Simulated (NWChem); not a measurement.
System: CH₅BFN; SMILES CNBF

NWChem input:

```
start job
memory heap 200 mb stack 900 mb global 1100 mb
geometry units angstroms noautoz
  B     -0.450152    -0.691123     0.000000
  F      0.109401    -1.914141     0.000000
  H     -1.642271    -0.593624     0.000000
  N      0.370209     0.438351     0.000000
  C     -0.069302     1.823511     0.000000
  H      1.375804     0.307261     0.000000
  H      0.284619     2.362523    -0.888572
  H      0.284619     2.362523     0.888572
  H     -1.161864     1.850434     0.000000
end
basis spherical
  * library 6-311g**
end
dft
  xc hfexch
  iterations 150
  mulliken
end
task dft energy
```

Excerpt of the output:

```
             Northwest Computational Chemistry Package (NWChem) 7.3.0
             --------------------------------------------------------

 CS  symmetry detected

                             Geometry "geometry" -> ""
                             -------------------------

 Output coordinates in angstroms (scale by  1.889725989 to convert to a.u.)

  No.       Tag          Charge          X              Y              Z
 ---- ---------------- ---------- -------------- -------------- --------------
    1 B                    5.0000    -0.44666776    -0.68245373     0.00000000
    2 F                    9.0000     0.12195891    -1.90127952     0.00000000
    3 H                    1.0000    -1.63947842    -0.59381690     0.00000000
    4 N                    7.0000     0.36527667     0.45308577     0.00000000
    5 C                    6.0000    -0.08451630     1.83494120     0.00000000
    6 H                    1.0000     1.37181812     0.32947268     0.00000000
    7 H                    1.0000     0.26538914     2.37656855    -0.88857200
    8 H                    1.0000     0.26538914     2.37656855     0.88857200
    9 H                    1.0000    -1.17724821     1.85374385     0.00000000

 Effective nuclear repulsion energy (a.u.)     111.7853698875

      Symmetry information
      --------------------

 Group name             Cs
 Group number              2
 Group order               2
 No. of unique centers     8

  xc_inp: hfexch multiplicative factor not found.

                                 NWChem DFT Module
                                 -----------------

 Summary of "ao basis" -> "ao basis" (spherical)
 ------------------------------------------------------------------------------
       Tag                 Description            Shells   Functions and Types
 ---------------- ------------------------------  ------  ---------------------
 B                          6-311g**                 8       18   4s3p1d
 F                          6-311g**                 8       18   4s3p1d
 H                          6-311g**                 4        6   3s1p
 N                          6-311g**                 8       18   4s3p1d
 C                          6-311g**                 8       18   4s3p1d

      Symmetry analysis of basis
      --------------------------

        a'         73
        a"         29

            General Information
            -------------------
          SCF calculation type: DFT
          Wavefunction type:  closed shell.
          No. of atoms     :     9
          No. of electrons :    32
           Alpha electrons :    16
            Beta electrons :    16
          Charge           :     0
          Spin multiplicity:     1
          Use of symmetry is: on ; symmetry adaption is: on
          Maximum number of iterations: 150
          AO basis - number of functions:   102
                     number of shells:    52
          Convergence on energy requested:  1.00D-06
          Convergence on density requested:  1.00D-05
          Convergence on gradient requested:  5.00D-04

              XC Information
              --------------
                     Hartree-Fock (Exact) Exchange  1.000

      Superposition of Atomic Density Guess
      -------------------------------------

 Sum of atomic energies:        -218.41278481

      Non-variational initial energy
      ------------------------------

 Total energy =    -220.313465
 1-e energy   =    -519.439681
 2-e energy   =     187.340846
 HOMO         =      -0.325608
 LUMO         =       0.074343

      Symmetry analysis of molecular orbitals - initial
      -------------------------------------------------

  Numbering of irreducible representations:

     1 a'          2 a"

  Orbital symmetries:

     1 a'          2 a'          3 a'          4 a'          5 a'
     6 a'          7 a'          8 a'          9 a'         10 a'
    11 a"         12 a'         13 a"         14 a'         15 a'
    16 a"         17 a"         18 a'         19 a'         20 a'
    21 a"         22 a'         23 a'         24 a'         25 a'
    26 a"

     ---------------------------------------------
      Total Density - Mulliken Population Analysis
     ---------------------------------------------

    Atom       Charge   Shell Charges
 -----------   ------   -------------------------------------------------------
    1 B    5     4.42   1.13  0.86  0.35  0.68  0.72  0.31  0.20  0.17
    2 F    9     9.41   1.08  0.92  1.21  1.10  2.53  0.80  1.77  0.00
    3 H    1     1.07   0.24  0.56  0.25  0.01
    4 N    7     7.61   1.09  0.90  0.80  0.89  1.95  0.59  1.37  0.02
    5 C    6     6.26   1.10  0.89  0.56  0.78  1.51  0.47  0.88  0.06
    6 H    1     0.69   0.22  0.34  0.09  0.04
    7 H    1     0.84   0.25  0.45  0.13  0.02
    8 H    1     0.84   0.25  0.45  0.13  0.02
    9 H    1     0.85   0.25  0.45  0.13  0.02

   convergence    iter        energy       DeltaE   RMS-Dens  Diis-err
 ---------------- ----- ----------------- --------- --------- ---------
 d= 0,ls=0.0,diis     1   -219.4488604773 -3.31D+02  4.17D-03  4.42D-01
 d= 0,ls=0.0,diis     2   -219.4971327720 -4.83D-02  1.26D-03  1.07D-01
 d= 0,ls=0.0,diis     3   -219.5054479993 -8.32D-03  5.01D-04  5.56D-03
 d= 0,ls=0.0,diis     4   -219.5062198692 -7.72D-04  9.11D-05  9.86D-05
 d= 0,ls=0.0,diis     5   -219.5062386075 -1.87D-05  2.22D-05  1.25D-05
  Resetting Diis
 d= 0,ls=0.0,diis     6   -219.5062402037 -1.60D-06  8.29D-06  1.15D-06
 d= 0,ls=0.0,diis     7   -219.5062403872 -1.84D-07  1.68D-06  4.25D-08

         Total DFT energy =     -219.506240387208
      One electron energy =     -522.837409581966
           Coulomb energy =      219.203405872042
    Exchange-Corr. energy =      -27.657606564743
 Nuclear repulsion energy =      111.785369887459

 Numeric. integr. density =        0.000000000000

                  Occupations of the irreducible representations
                  ----------------------------------------------

                     irrep           alpha         beta
                     --------     --------     --------
                     a'               13.0         13.0
                     a"                3.0          3.0

                       DFT Final Molecular Orbital Analysis
                       ------------------------------------

 Vector   14  Occ=2.000000D+00  E=-5.466383D-01  Symmetry=a'
              MO Center= -4.0D-01,  1.4D+00, -9.0D-15, r^2= 2.3D+00
   Bfn.  Coefficient  Atom+Function         Bfn.  Coefficient  Atom+Function
  ----- ------------  ---------------      ----- ------------  ---------------
    67      0.266785  5 C  px                98     -0.241968  9 H  s
    71      0.180430  5 C  px                63      0.167686  5 C  px
    97     -0.152440  9 H  s                  6      0.121166  1 B  s
    86      0.113929  7 H  s                 92      0.113929  8 H  s
    38      0.105391  3 H  s                 99     -0.098727  9 H  s

 Vector   15  Occ=2.000000D+00  E=-5.036287D-01  Symmetry=a'
              MO Center= -7.7D-01, -5.0D-01, -5.1D-15, r^2= 2.2D+00
   Bfn.  Coefficient  Atom+Function         Bfn.  Coefficient  Atom+Function
  ----- ------------  ---------------      ----- ------------  ---------------
    38      0.266817  3 H  s                  7     -0.210528  1 B  px
    39      0.197398  3 H  s                 25      0.188998  2 F  px
    29      0.185711  2 F  px                37      0.153684  3 H  s
     3     -0.143222  1 B  px                49      0.138525  4 N  px
    21      0.127056  2 F  px                80      0.125900  6 H  s

 Vector   16  Occ=2.000000D+00  E=-4.056376D-01  Symmetry=a"
              MO Center=  2.5D-01,  6.4D-01,  6.7D-15, r^2= 1.9D+00
   Bfn.  Coefficient  Atom+Function         Bfn.  Coefficient  Atom+Function
  ----- ------------  ---------------      ----- ------------  ---------------
    55      0.418913  4 N  pz                51      0.351861  4 N  pz
    47      0.225061  4 N  pz                86      0.147967  7 H  s
    92     -0.147967  8 H  s                 69     -0.119062  5 C  pz
     9      0.104531  1 B  pz                31     -0.101117  2 F  pz
    73     -0.093646  5 C  pz                27     -0.084469  2 F  pz

 Vector   17  Occ=0.000000D+00  E= 1.552041D-01  Symmetry=a'
              MO Center=  6.3D-01,  1.9D+00, -6.1D-14, r^2= 5.5D+00
   Bfn.  Coefficient  Atom+Function         Bfn.  Coefficient  Atom+Function
  ----- ------------  ---------------      ----- ------------  ---------------
    70      1.851618  5 C  s                 87     -0.950971  7 H  s
    93     -0.950971  8 H  s                 81     -0.804181  6 H  s
    99     -0.463664  9 H  s                 52      0.360163  4 N  s
    72      0.302972  5 C  py                53      0.276325  4 N  px
    54     -0.183450  4 N  py                39      0.079959  3 H  s

 Vector   18  Occ=0.000000D+00  E= 1.753305D-01  Symmetry=a"
              MO Center= -4.6D-01, -3.6D-01,  2.7D-14, r^2= 4.1D+00
   Bfn.  Coefficient  Atom+Function         Bfn.  Coefficient  Atom+Function
  ----- ------------  ---------------      ----- ------------  ---------------
    13      0.923824  1 B  pz                87     -0.483013  7 H  s
    93      0.483013  8 H  s                 55     -0.435800  4 N  pz
    31     -0.246709  2 F  pz                73     -0.195965  5 C  pz
     9      0.183026  1 B  pz                 5      0.153824  1 B  pz
    51     -0.132751  4 N  pz                27     -0.108501  2 F  pz

[...]
```

Level: Hartree-Fock/6-311G** (spherical d). Structure relaxed at the B3LYP/6-31G* (spherical d) level.
